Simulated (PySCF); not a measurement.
## Radial density of S+ (sulfur, charge +1)

UHF, [Ne] 3s2 3p3, high-spin 4S determinant. All numbers are calculated (PySCF 2.14, the spin-free X2C one-electron Hamiltonian (Gaussian nucleus), in Sapporo-DZP-2012).

```csv
r (bohr),4πr²ρ (e/bohr),4πr²(ρα − ρβ)
0.00182,0.1030,0.0000
0.00306,0.2845,0.0000
0.00516,0.7582,0.0001
0.00867,1.907,0.0002
0.0146,4.480,0.0006
0.0245,9.222,0.0019
0.0413,15.43,0.0082
0.0694,18.30,0.0367
0.117,14.15,0.1394
0.196,12.75,0.3341
0.330,17.69,0.3247
0.556,10.60,-0.0186
0.934,2.933,0.7259
1.57,3.252,1.8563
2.64,1.022,0.7094
4.45,0.03857,0.0304
7.48,8.960e-05,0.0001
```

Densities and radii are taken from the X2C orbitals without a picture-change correction, which distorts them close to the nucleus.

(1) Where is the radial spin density 4πr²(ρα − ρβ) most negative, and why is it negative at all?

Answers

(1) Around r = 0.556 bohr, down to -0.0186 e/bohr: exchange with the open shell polarises the paired shells in an unrestricted calculation.
